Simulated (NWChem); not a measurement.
System: C₂H₃BFNO; SMILES C(C#N)B(O)F

Input file for NWChem:

```
start job
memory heap 200 mb stack 900 mb global 1100 mb
geometry units angstroms noautoz
  N      0.408128     2.545863     0.000000
  C     -0.269405     1.588552     0.000000
  C     -0.979432     0.320702     0.000000
  B      0.044655    -0.913192     0.000000
  O      1.387862    -0.784098     0.000000
  F     -0.471109    -2.146455     0.000000
  H     -1.643601     0.243858     0.888021
  H     -1.643601     0.243858    -0.888021
  H      1.675241     0.150616     0.000000
end
basis spherical
  N library sto-3g
  C library sto-3g
  B library sto-3g
  O library sto-3g
  F library sto-3g
  H library sto-3g
end
dft
  xc xtpss03 ctpss03
  iterations 150
  mulliken
end
task dft energy
```

Output (shortened):

```
             Northwest Computational Chemistry Package (NWChem) 7.3.0
             --------------------------------------------------------

 CS  symmetry detected

                             Geometry "geometry" -> ""
                             -------------------------

 Output coordinates in angstroms (scale by  1.889725989 to convert to a.u.)

  No.       Tag          Charge          X              Y              Z
 ---- ---------------- ---------- -------------- -------------- --------------
    1 N                    7.0000     0.29067135     2.56443756     0.00000000
    2 C                    6.0000    -0.34954387     1.58177801     0.00000000
    3 C                    6.0000    -1.01028625     0.28755953     0.00000000
    4 B                    5.0000     0.06049660    -0.90603700     0.00000000
    5 O                    8.0000     1.39774517    -0.72538106     0.00000000
    6 F                    9.0000    -0.40745665    -2.15822305     0.00000000
    7 H                    1.0000    -1.67100861     0.18522957     0.88802100
    8 H                    1.0000    -1.67100861     0.18522957    -0.88802100
    9 H                    1.0000     1.64896406     0.21969356     0.00000000

 Effective nuclear repulsion energy (a.u.)     196.1099205039

      Symmetry information
      --------------------

 Group name             Cs
 Group number              2
 Group order               2
 No. of unique centers     8

                                 NWChem DFT Module
                                 -----------------

 Summary of "ao basis" -> "ao basis" (spherical)
 ------------------------------------------------------------------------------
       Tag                 Description            Shells   Functions and Types
 ---------------- ------------------------------  ------  ---------------------
 N                           sto-3g                  3        5   2s1p
 C                           sto-3g                  3        5   2s1p
 B                           sto-3g                  3        5   2s1p
 O                           sto-3g                  3        5   2s1p
 F                           sto-3g                  3        5   2s1p
 H                           sto-3g                  1        1   1s

      Symmetry analysis of basis
      --------------------------

        a'         26
        a"          7

            General Information
            -------------------
          SCF calculation type: DFT
          Wavefunction type:  closed shell.
          No. of atoms     :     9
          No. of electrons :    44
           Alpha electrons :    22
            Beta electrons :    22
          Charge           :     0
          Spin multiplicity:     1
          Use of symmetry is: on ; symmetry adaption is: on
          Maximum number of iterations: 150
          AO basis - number of functions:    33
                     number of shells:    21
          Convergence on energy requested:  1.00D-06
          Convergence on density requested:  1.00D-05
          Convergence on gradient requested:  5.00D-04

              XC Information
              --------------
                  TPSS metaGGA Exchange Functional  1.000
             TPSS03 metaGGA Correlation Functional  1.000

             Grid Information
             ----------------
          Grid used for XC integration:  medium
          Radial quadrature: Mura-Knowles
          Angular quadrature: Lebedev.
          Tag              B.-S. Rad. Rad. Pts. Rad. Cut. Ang. Pts.
          ---              ---------- --------- --------- ---------
          N                   0.65       49           9.0       434
          C                   0.70       49           8.0       434
          B                   0.85       49           8.0       434
          O                   0.60       49           9.0       434
          F                   0.50       49           9.0       434
          H                   0.35       45           9.0       434
          Grid pruning is: on
          Number of quadrature shells:   384
          Spatial weights used:  Erf1

      Superposition of Atomic Density Guess
      -------------------------------------

 Sum of atomic energies:        -325.30945411

      Non-variational initial energy
      ------------------------------

 Total energy =    -326.362806
 1-e energy   =    -841.734307
 2-e energy   =     319.261581
 HOMO         =      -0.200042
 LUMO         =       0.262890

      Symmetry analysis of molecular orbitals - initial
      -------------------------------------------------

  Numbering of irreducible representations:

     1 a'          2 a"

  Orbital symmetries:

     1 a'          2 a'          3 a'          4 a'          5 a'
     6 a'          7 a'          8 a'          9 a'         10 a'
    11 a'         12 a'         13 a'         14 a"         15 a'
    16 a'         17 a"         18 a'         19 a"         20 a'
    21 a"         22 a'         23 a"         24 a'         25 a"
    26 a'         27 a'         28 a'         29 a'         30 a"
    31 a'         32 a'

     ---------------------------------------------
      Total Density - Mulliken Population Analysis
     ---------------------------------------------

    Atom       Charge   Shell Charges
 -----------   ------   -------------------------------------------------------
    1 N    7     7.83   2.00  1.80  4.03
    2 C    6     5.41   2.00  1.19  2.23
    3 C    6     6.10   1.99  1.29  2.82
    4 B    5     4.07   1.99  0.88  1.20
    5 O    8     8.67   2.00  1.80  4.88
    6 F    9     9.45   2.00  1.92  5.53
    7 H    1     0.92   0.92
    8 H    1     0.92   0.92
    9 H    1     0.63   0.63

   convergence    iter        energy       DeltaE   RMS-Dens  Diis-err
 ---------------- ----- ----------------- --------- --------- ---------
 d= 0,ls=0.0,diis     1   -328.1068705487 -5.24D+02  1.11D-01  1.75D+00
 d= 0,ls=0.0,diis     2   -326.7048350629  1.40D+00  8.64D-02  1.13D+01
 d= 0,ls=0.0,diis     3   -328.3822582560 -1.68D+00  1.44D-02  1.28D-01
 d= 0,ls=0.0,diis     4   -328.3892419477 -6.98D-03  6.45D-03  7.83D-02
 d= 0,ls=0.0,diis     5   -328.4002481369 -1.10D-02  5.40D-04  2.84D-04
  Resetting Diis
 d= 0,ls=0.0,diis     6   -328.4002863560 -3.82D-05  1.99D-04  3.44D-05
 d= 0,ls=0.0,diis     7   -328.4002908989 -4.54D-06  1.89D-04  5.20D-06
 d= 0,ls=0.0,diis     8   -328.4002886137  2.29D-06  1.28D-04  1.92D-05
 d= 0,ls=0.0,diis     9   -328.4002916751 -3.06D-06  2.17D-05  7.50D-07
 d= 0,ls=0.0,diis    10   -328.4002917682 -9.31D-08  6.51D-06  7.62D-08

         Total DFT energy =     -328.400291768174
      One electron energy =     -840.306062664022
           Coulomb energy =      358.024379798318
    Exchange-Corr. energy =      -42.228529406321
 Nuclear repulsion energy =      196.109920503851

 Numeric. integr. density =       44.000004724205

                  Occupations of the irreducible representations
                  ----------------------------------------------

                     irrep           alpha         beta
                     --------     --------     --------
                     a'               18.0         18.0
                     a"                4.0          4.0

                       DFT Final Molecular Orbital Analysis
                       ------------------------------------

 Vector   20  Occ=2.000000D+00  E=-2.216857D-01  Symmetry=a'
              MO Center=  7.4D-01, -9.7D-01, -4.1D-15, r^2= 2.6D+00
   Bfn.  Coefficient  Atom+Function         Bfn.  Coefficient  Atom+Function
  ----- ------------  ---------------      ----- ------------  ---------------
    28      0.520535  6 F  px                24      0.471384  5 O  py
    22     -0.449187  5 O  s                 23     -0.411030  5 O  px
    33      0.212582  9 H  s                 18      0.201913  4 B  px
     2     -0.162612  1 N  s                 13     -0.153943  3 C  px
     4     -0.111051  1 N  py                 9      0.097306  2 C  py

 Vector   21  Occ=2.000000D+00  E=-1.835160D-01  Symmetry=a"
              MO Center=  6.4D-01, -1.3D+00,  2.5D-13, r^2= 1.7D+00
   Bfn.  Coefficient  Atom+Function         Bfn.  Coefficient  Atom+Function
  ----- ------------  ---------------      ----- ------------  ---------------
    25      0.753888  5 O  pz                30     -0.650044  6 F  pz
    20      0.075254  4 B  pz

 Vector   22  Occ=2.000000D+00  E=-1.709223D-01  Symmetry=a'
              MO Center= -6.4D-02, -1.1D+00, -2.6D-13, r^2= 3.0D+00
   Bfn.  Coefficient  Atom+Function         Bfn.  Coefficient  Atom+Function
  ----- ------------  ---------------      ----- ------------  ---------------
    28      0.646941  6 F  px                23      0.400249  5 O  px
    29     -0.367837  6 F  py                13      0.268555  3 C  px
    14     -0.252657  3 C  py                 3     -0.236350  1 N  px
    12      0.188588  3 C  s                 24     -0.180541  5 O  py
     9      0.104855  2 C  py                 4      0.092135  1 N  py

 Vector   23  Occ=0.000000D+00  E= 9.990093D-02  Symmetry=a"
              MO Center= -1.2D-01,  5.3D-01, -1.3D-12, r^2= 3.6D+00
   Bfn.  Coefficient  Atom+Function         Bfn.  Coefficient  Atom+Function
  ----- ------------  ---------------      ----- ------------  ---------------
    20     -0.593258  4 B  pz                 5      0.564883  1 N  pz
    10     -0.554122  2 C  pz                25      0.340965  5 O  pz
    31      0.335069  7 H  s                 32     -0.335069  8 H  s
    30      0.285846  6 F  pz                15     -0.111494  3 C  pz

 Vector   24  Occ=0.000000D+00  E= 1.075745D-01  Symmetry=a'
              MO Center= -1.3D-01,  1.8D+00,  1.3D-12, r^2= 1.7D+00
   Bfn.  Coefficient  Atom+Function         Bfn.  Coefficient  Atom+Function
  ----- ------------  ---------------      ----- ------------  ---------------
     8     -0.701458  2 C  px                 3      0.681161  1 N  px
     4     -0.402267  1 N  py                 9      0.378543  2 C  py
    17      0.207822  4 B  s                 18     -0.167749  4 B  px
    31     -0.151446  7 H  s                 32     -0.151446  8 H  s
     7      0.122198  2 C  s                 29     -0.115627  6 F  py

 Vector   25  Occ=0.000000D+00  E= 1.111213D-01  Symmetry=a"
              MO Center=  8.3D-02,  4.2D-01, -3.2D-14, r^2= 3.5D+00
   Bfn.  Coefficient  Atom+Function         Bfn.  Coefficient  Atom+Function
  ----- ------------  ---------------      ----- ------------  ---------------
    20      0.675860  4 B  pz                10     -0.583694  2 C  pz
     5      0.567586  1 N  pz                25     -0.363802  5 O  pz
    30     -0.324910  6 F  pz                15     -0.030741  3 C  pz

     ---------------------------------------------
      Total Density - Mulliken Population Analysis
     ---------------------------------------------

    Atom       Charge   Shell Charges
 -----------   ------   -------------------------------------------------------
    1 N    7     7.21   2.00  1.82  3.39
    2 C    6     5.95   1.99  1.10  2.86
    3 C    6     6.25   1.99  1.21  3.05
    4 B    5     4.64   1.99  0.80  1.86
    5 O    8     8.29   2.00  1.83  4.47
    6 F    9     9.09   2.00  1.94  5.15
    7 H    1     0.90   0.90
    8 H    1     0.90   0.90
    9 H    1     0.76   0.76

     -------------------------------------------
      Total Density - Lowdin Population Analysis
     -------------------------------------------

    Atom       Charge   Shell Charges
 -----------   ------   -------------------------------------------------------
    1 N    7     7.15   2.00  1.67  3.48
    2 C    6     6.00   1.99  1.07  2.94
    3 C    6     6.14   1.98  1.03  3.13
    4 B    5     4.91   1.98  0.86  2.08
    5 O    8     8.11   2.00  1.64  4.48
    6 F    9     8.99   2.00  1.84  5.16
    7 H    1     0.94   0.94
    8 H    1     0.94   0.94
    9 H    1     0.82   0.82

     Multipole analysis of the density
     ---------------------------------

     L   x y z        total         alpha         beta         nuclear
     -   - - -        -----         -----         ----         -------
     0   0 0 0     -0.000000    -22.000000    -22.000000     44.000000

     1   1 0 0     -0.338719     -0.169359     -0.169359     -0.000000
     1   0 1 0     -0.638922     -0.319461     -0.319461     -0.000000
     1   0 0 1     -0.000000     -0.000000     -0.000000      0.000000

     2   2 0 0    -21.364834    -69.416115    -69.416115    117.467397
     2   1 1 0     -0.091164      0.972575      0.972575     -2.036314
     2   1 0 1     -0.000000     -0.000000     -0.000000      0.000000
     2   0 2 0    -29.994152   -214.788867   -214.788867    399.583582
     2   0 1 1     -0.000000     -0.000000     -0.000000      0.000000
     2   0 0 2    -21.259732    -13.445941    -13.445941      5.632149
```

Level: TPSS/STO-3G. The geometry was optimised at PBE-D3(BJ)/def2-SVP.
